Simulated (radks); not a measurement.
The xenon ion Xe5+, configuration [Kr] 4d10 5s2 5p1 (the NIST ground configuration). All-electron calculation, Dirac Kohn-Sham, BLYP, spin-unpolarised, spherical densities, finite nucleus; open shells fill j = l - 1/2 first; Fermi nuclear charge, rms radius 4.7859 fm. Program: a radial shooting solver on a logarithmic mesh with Libxc functionals.

Spin-orbit splittings of the eigenvalues, e(l+1/2) - e(l-1/2), with zeta = 2 splitting/(2l+1) and mean radii in bohr:

| shell | occ. | splitting (eV) | zeta (eV) | <r> j=l-1/2 | <r> j=l+1/2 |
|---|---|---|---|---|---|
| 2p | 6 | 324.8 | 216.5 | 0.09619 | 0.1020 |
| 3p | 6 | 61.69 | 41.13 | 0.2962 | 0.3078 |
| 3d | 10 | 13.04 | 5.217 | 0.2787 | 0.2824 |
| 4p | 6 | 12.39 | 8.263 | 0.7439 | 0.7714 |
| 4d | 10 | 2.026 | 0.8103 | 0.8611 | 0.8713 |
| 5p | 1 | 2.050 | 1.367 | 1.844 | 1.902 |
